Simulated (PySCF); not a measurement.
C₂H₇FGe. Atoms are numbered in the order given.

```xyz
11

Ge     0.5380     0.3995    -0.1722
F      1.2038    -0.8568     0.8636
C     -1.2346    -0.2336    -0.7095
C     -2.1309    -0.5624     0.4884
H      0.4799     1.6703     0.7026
H      1.5247     0.5525    -1.3483
H     -1.6868     0.5428    -1.3508
H     -1.0837    -1.1199    -1.3478
H     -1.6669    -1.3279     1.1295
H     -2.3111     0.3268     1.1146
H     -3.1128    -0.9435     0.1644
```
Charge 0, spin multiplicity 1.

The structure is a stationary point at B3LYP-D3(BJ)/def2-SVP. Other conformers were not sampled.

Method: PySCF 2.14.0 with TDA-PBE/def2-SVPD.

Vertical excitations. 

```tsv
state	energy (eV)	λ (nm)	f	main pairs
S1	6.59	188	0.004	HOMO→LUMO 100 %
S2	7.16	173	0.008	HOMO→LUMO+1 99 %
S3	7.24	171	0.000	HOMO−1→LUMO 99 %
S4	7.67	162	0.105	HOMO→LUMO+2 82 %
S5	7.76	160	0.026	HOMO−1→LUMO+1 93 %
S6	7.90	157	0.016	HOMO−2→LUMO 88 %
S7	8.11	153	0.112	HOMO→LUMO+3 81 %
S8	8.21	151	0.062	HOMO−1→LUMO+2 83 %
S9	8.33	149	0.005	HOMO→LUMO+4 94 %
S10	8.34	149	0.019	HOMO−3→LUMO 93 %
T1	6.30	197	0	HOMO→LUMO 100 %
T2	6.83	182	0	HOMO−1→LUMO 99 %
T3	6.93	179	0	HOMO→LUMO+1 98 %
T4	7.07	175	0	HOMO→LUMO+2 97 %
```
Triplets are in the Tamm–Dancoff approximation.
